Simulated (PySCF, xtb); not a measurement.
Te(H)(OH) (H2OTe), SMILES O[TeH].

Harmonic wavenumbers (cm⁻¹) from GFN2-xTB in xtb at its own minimum, in rising order: 278, 532, 658, 951, 1947, 3627.

Q: What does PBE0-D3(BJ)/def2-TZVP in PySCF 2.14.0 give at its own minimum? (Estimate from the structure and the level; the computed values follow.)

A: 403, 618, 717, 1028, 2110, 3866. Paired by order, the mean absolute difference is 125 cm⁻¹ and the zero-point energies are 11.4 and 12.5 kcal/mol.
